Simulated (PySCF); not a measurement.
**Electron correlation in P⁺ (phosphorus, charge +1)**

[Ne] 3s2 3p2, high-spin 3P determinant. Calculation: PySCF 2.14, in def2-SVP (4s3p1d, 18 functions); no relativity, point nucleus. Frozen: [Ne]; 4 electrons correlated.

MP2 pair energies summed by pair of shells (mhartree):

```csv
pair,energy,share (%)
3s-3p,-29.63,59.7
3s-3s,-14.95,30.1
3p-3p,-5.09,10.2
```

Total MP2 correlation energy: -49.67 mhartree.

Same-spin part -8.00 and opposite-spin part -41.67 mhartree; SCS-MP2 scales them by 1/3 and 6/5 to -52.67 mhartree.

| level | correlation energy (mhartree) |
| --- | --- |
| CCSD | -69.80 |
| (T) | -0.95 |
| CCSD(T) | -70.75 |

Diagnostics: T1 = 0.0083, D1 = 0.0204, largest double amplitude 0.109.

**Question.** Is a single reference adequate?

**Answer.** Mostly. T1 lies below 0.03, but a double amplitude of this size points to a near-degeneracy that CCSD handles and MP2 describes poorly.
